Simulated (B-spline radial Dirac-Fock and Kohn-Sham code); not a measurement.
Form factor and incoherent scattering function of Xe⁹⁺

System: the Xe⁹⁺ ion in the configuration [Kr] 4d9.

Input of the calculation (task.json; shells as n, l, electrons):

```json
{"items": [{
  "Z": 54,
  "q": 9,
  "cfg": [[1, 0, 2], [2, 0, 2], [2, 1, 6], [3, 0, 2], [3, 1, 6], [3, 2, 10], [4, 0, 2], [4, 1, 6], [4, 2, 9]],
  "A": 132,
  "rrms": 4.7859,
  "do": ["scatter"],
  "s": [0.0, 0.05, 0.1, 0.15, 0.2, 0.25, 0.3, 0.35, 0.4, 0.45, 0.5, 0.6, 0.7, 0.8, 0.9, 1.0, 1.1, 1.2, 1.4, 1.6, 1.8, 2.0, 2.5, 3.0, 3.5, 4.0, 5.0, 6.0],
  "pz": [0, 0.1, 0.2, 0.3, 0.4, 0.5, 0.6, 0.8, 1.0, 1.2, 1.4, 1.6, 1.8, 2.0, 2.5, 3.0, 4.0, 5.0, 7.0, 10.0, 15.0, 20.0, 30.0, 40.0, 60.0, 100.0],
  "hv_scatter": [1000, 2000, 20000, 30000, 50000, 100000, 200000, 1000000]
}]}
```

Command: `python xray_run.py task.json out`

The computed values come from an atomic code on a B-spline grid: relativistic Hartree-Fock (Dirac-Fock) wave functions, averaged over the configuration. f₀ is the Fourier transform of the spherical electron density, S the Waller-Hartree incoherent function, and s = sin θ/λ. The electron scattering factor follows from the Mott-Bethe formula f_e = 0.023934 Å⁻¹·(Z − f₀)/s².

```
s (Å⁻¹)      f₀       S  f_e (Å)
      0  45.000   0.000        –
   0.05  44.742   0.233   88.632
    0.1  43.985   0.904   23.970
   0.15  42.776   1.935   11.939
    0.2  41.191   3.223    7.664
   0.25  39.318   4.658    5.622
    0.3  37.258   6.149    4.452
   0.35  35.105   7.632    3.692
    0.4  32.947   9.073    3.149
   0.45  30.855  10.458    2.736
    0.5  28.883  11.787    2.405
    0.6  25.427  14.301    1.900
    0.7  22.677  16.644    1.530
    0.8  20.560  18.803    1.251
    0.9  18.919  20.749    1.037
      1  17.593  22.468    0.871
    1.1  16.450  23.969    0.743
    1.2  15.403  25.282    0.642
    1.4  13.428  27.483    0.495
    1.6  11.575  29.307    0.397
    1.8   9.920  30.881    0.326
      2   8.540  32.259    0.272
    2.5   6.313  35.025    0.183
      3   5.232  37.074    0.130
    3.5   4.566  38.631    0.097
      4   3.988  39.838    0.075
      5   2.930  41.500    0.049
      6   2.148  42.487    0.034
```

f₀ starts at the number of electrons, 45, and has fallen to half at s ≈ 0.71 Å⁻¹. The sum of ⟨r²⟩ over the electrons is 14.08 bohr². For an ion f_e diverges as s goes to zero, because of the net charge.
